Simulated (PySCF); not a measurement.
**Exercise with solution: dipole moment from atomic charges**

Si(H)(Cl)2(OMe) (CH4Cl2OSi), SMILES [SiH](OC)(Cl)Cl. Atoms are numbered in the order given.

```xyz
9

Si     0.1495    -0.0722     0.4978
Cl     0.2193     1.7852    -0.3885
Cl     1.6463    -1.2489    -0.2409
O     -1.2630    -0.8031     0.1161
C     -2.5533    -0.2457     0.0978
H      0.3464     0.1048     1.9530
H     -3.2166    -0.9272    -0.4534
H     -2.9521    -0.1235     1.1194
H     -2.5628     0.7366    -0.4038
```
Charge 0, spin multiplicity 1.

Geometry optimised at PBE0-D3(BJ)/def2-SVP. One conformer was computed; it need not be the lowest.

Charges (e) from PBE/def2-TZVP (PySCF):

| atom | ESP fit | Mulliken |
|---|---|---|
| Si1 | 0.060 | 0.510 |
| Cl2 | -0.067 | -0.209 |
| Cl3 | -0.052 | -0.183 |
| O4 | -0.123 | -0.262 |
| C5 | -0.229 | -0.213 |
| H6 | 0.052 | -0.021 |
| H7 | 0.118 | 0.134 |
| H8 | 0.126 | 0.121 |
| H9 | 0.114 | 0.123 |

The dipole moment of the full density is 1.92 D.

Problem. What dipole moment does each set of point charges give, and which comes closer to that of the density?

Solution. 
μ = Σ q r, and 1 e Å = 4.8032 D.
ESP fit: Σ q r = (-0.377, 0.061, 0.175) e Å, |μ| = 2.02 D.
Mulliken: Σ q r = (-0.507, 0.031, 0.312) e Å, |μ| = 2.86 D.
ESP fit comes closer in size. Point charges leave out the atoms' own dipoles (lone pairs, polarised bonds); fits to the potential absorb them, partitions of the density don't.
